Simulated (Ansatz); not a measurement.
Reaction (formal exchange of groups at the Sn–O bond): `[F][Sn]([F])([F])[O][SiH3]` + `C#N` → `N#[C][Sn]([F])([F])[F]` + silanol

Calculated with Ansatz (gas phase, PBE0-D4/def2-TZVP geometries, no zero-point term in ΔE). CBS: MP2 limit from def2 TZ/QZ plus the TZ coupled-cluster correction, frozen cores. This one scheme is used for every species. DFT in def2-TZVPP. B3LYP here is the variant with VWN-RPA as its local correlation; programs differ in this. def2 core potentials past Kr. For Sn outer-core shells are correlated without core-valence functions, which leaves a few kJ/mol of doubt a bond. Each species was taken in one conformer, which may not be the lowest.

`[F][Sn]([F])([F])[O][SiH3]`:

```xyz
9

F     1.337    0.626    2.813
Sn    0.665   -0.427    1.409
F     2.056   -1.536    0.789
F    -0.684   -1.542    2.109
O    -0.001    0.701    0.034
Si   -0.692    0.566   -1.463
H    -1.962   -0.198   -1.367
H     0.233   -0.135   -2.388
H    -0.953    1.944   -1.937
```

`C#N`:

Z-matrix (Å, degrees):
```
C
N 1 1.146
H 1 1.069 2 180.0
```

`N#[C][Sn]([F])([F])[F]`:

Cartesian coordinates in Å:
```
N -1.103 -2.045 1.331
C -0.632 -1.166 0.757
Sn 0.222 0.412 -0.268
F 1.446 -0.194 -1.558
F 1.147 1.561 0.896
F -1.081 1.433 -1.157
```

`O[SiH3]`:

```xyz
6

O    -0.422   -1.205    0.105
Si    0.273    0.285    0.013
H    -1.357   -1.276   -0.090
H     0.161    0.861   -1.355
H     1.699    0.090    0.361
H    -0.353    1.244    0.965
```

Task: Is it downhill or uphill in electronic energy at CCSD(T)/CBS, and by how much? (Best estimate.)

Result: Ansatz gave: Uphill: ΔE = +38.4 kJ/mol.

Task: What do these levels give: r2SCAN-D4, B97M-V, PBE, BLYP, B3LYP, r2SCAN0, RPA@PBE/def2-TZVPP, MP2/def2-SVP, CCSD(T)/def2-TZVPP, HF/def2-QZVPP, SCS-MP2/def2-QZVPP, CCSD/CBS(def2)? (Best estimate.)

Result: The calculation gave: r2SCAN-D4 35.4, B97M-V 34.4, PBE 26.8, BLYP 32.2, B3LYP 33.2, r2SCAN0 33.6, RPA@PBE/def2-TZVPP 30.1, MP2/def2-SVP 41.5, CCSD(T)/def2-TZVPP 32.1, HF/def2-QZVPP 42.8, SCS-MP2/def2-QZVPP 37.8, CCSD/CBS(def2) 39.3 kJ/mol.

Largest T1 diagnostic among the species: 0.015.

From BLYP to BHLYP (50 % exact exchange), in def2-TZVPP and without D4, ΔE moves by +3.9 kJ/mol. Leaving LDA and LC-ωPBE aside and taking each functional with its dispersion term where it has one, the values, not all of them listed here, spread over 12.0 kJ/mol, from revPBE-D4 to BHLYP-D4. In def2-TZVPP, CCSD(T) changes the Hartree–Fock value by −8.3 kJ/mol (the triples alone add −0.9 kJ/mol) and MP2 by −8.0 kJ/mol.
